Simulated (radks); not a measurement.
Results of a calculation; reference values are marked as such.
Question: The mean radii <r> (bohr) of the occupied orbitals of an atom or ion are listed with their occupations. Level of theory: non-relativistic Kohn-Sham, LB94 model potential, spin-polarised, spherical densities, point nucleus (a radial shooting solver on a logarithmic mesh with Libxc functionals).

| orbital | occ. | <r> |
|---|---|---|
| 1s up | 1 | 0.01915 |
| 1s down | 1 | 0.01915 |
| 2s up | 1 | 0.08047 |
| 2s down | 1 | 0.08047 |
| 2p up | 3 | 0.06796 |
| 2p down | 3 | 0.06796 |
| 3s down | 1 | 0.1996 |
| 3s up | 1 | 0.1995 |
| 3p up | 3 | 0.1896 |
| 3p down | 3 | 0.1897 |
| 3d up | 5 | 0.1649 |
| 3d down | 5 | 0.1650 |
| 4s up | 1 | 0.3860 |
| 4s down | 1 | 0.3854 |
| 4p up | 1 | 0.3808 |

Name the element and its charge. Open shells, if any, are filled with parallel spins first.

Answer: Z = 79, gold, charge +48: Au48+ in [Ar] 3d10 4s2 4p1. The 1s radius gives Z: for a bare nucleus <r> = 1.5/Z, 0.01899 bohr for Z = 79, and screening makes it slightly larger (0.01915 here). The occupations add up to 31, and the charge is Z minus that.
